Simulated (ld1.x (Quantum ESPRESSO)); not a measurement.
# Debugging a pseudopotential input (technetium, ld1.x (Quantum ESPRESSO) 7.5)

Command:

```bash
ld1.x < Tc.in > Tc.out
```

Input:

```
&input
   title='Tc', zed=43., rel=1, dft='PBE', iswitch=3, latt=1,
   config='[Kr] 4d4 5s0 5p0',
   nld=3, rlderiv=3.60, eminld=-5.0, emaxld=5.0, deld=0.02
 /
 &inputp
   pseudotype=3, lpaw=.true., tm=.true., lloc=-1, rcloc=3.15,
   nlcc=.true., new_core_ps=.true.,
   which_augfun='BESSEL', rmatch_augfun=1.60,
   file_pseudopw='Tc.UPF', file_wfcaegen='ae.wfc', file_wfcncgen='nc.wfc', file_beta='beta', file_chi='chi', file_wfcusgen='us.wfc'
 /
6
5S  1  0   0.00   0.00  2.25  2.80  0.0
5S  1  0   0.00  -1.45  2.25  2.80  0.0
5P  2  1   0.00   0.00  2.95  3.30  0.0
5P  2  1   0.00  -0.95  2.95  3.30  0.0
4D  3  2   4.00   0.00  2.15  2.40  0.0
4D  3  2   0.00  -1.90  2.15  2.40  0.0
 &test
   configts(1)='4d4 5s0 5p0'
 /
```

Output:

```
Program LD1 v.7.5

 %%%%%%%%%%%%%%%%%%%%%%%%%%%%%%%%%%%%%%%%%%%%%%%%%%%%%%%%%%%%%%%%%%%%%%%%%%%%%%
     Error in routine ld1_readin (1):
     Latter correction not implemented in PAW
 %%%%%%%%%%%%%%%%%%%%%%%%%%%%%%%%%%%%%%%%%%%%%%%%%%%%%%%%%%%%%%%%%%%%%%%%%%%%%%

     stopping ...
```

This input was made by a single change from one that runs to its end. What was changed?

The change: Latter correction switched on. The program refuses the input: "ld1_readin: Latter correction not implemented in PAW".
